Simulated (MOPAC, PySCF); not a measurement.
[Nb(F)(OH)4], neutral singlet in the gas phase. 

Cartesian coordinates (Å):
```xyz
10

Nb     0.3727    -0.2368     0.1376
F     -1.2521     0.5321    -0.5781
O      1.9371    -0.9784     0.8299
H      2.7408    -1.3615     1.1906
O     -0.6643    -1.8222     0.3471
H     -1.5928    -1.8059     0.0736
O      1.1226     0.1675    -1.5672
H      0.5593     0.5895    -2.2319
O      0.2505     1.1386     1.4514
H     -0.4914     1.7585     1.4031
```
Charge 0, spin multiplicity 1.

All levels are single points at this geometry (r2SCAN-D4/def2-SVP); Pople sets use spherical d functions. Orbital energies aren't observables, and empty levels follow the basis.

B3LYP-D3(BJ)/def2-TZVP in PySCF gives gap (eV) = 6.93.

Task: Estimate the gap (eV) from each of these levels: TPSSh-D3(BJ)/def2-TZVP in PySCF; B3LYP/6-311+G** (LANL2DZ on Nb) in PySCF; B3LYP/6-31G* (LANL2DZ on Nb) in PySCF; B3LYP/LANL2DZ in PySCF; BP86/6-31G* (LANL2DZ on Nb) in PySCF; HF/6-31G* (LANL2DZ on Nb) in PySCF; PM6 in MOPAC; PM7 in MOPAC.

Result: 
| level | gap (eV) |
|---|---|
| TPSSh-D3(BJ)/def2-TZVP in PySCF | 6.07 |
| B3LYP/6-311+G** (LANL2DZ on Nb) in PySCF | 6.50 |
| B3LYP/6-31G* (LANL2DZ on Nb) in PySCF | 6.56 |
| B3LYP/LANL2DZ in PySCF | 6.44 |
| BP86/6-31G* (LANL2DZ on Nb) in PySCF | 4.66 |
| HF/6-31G* (LANL2DZ on Nb) in PySCF | 15.10 |
| PM6 in MOPAC | 11.47 |
| PM7 in MOPAC | 11.92 |
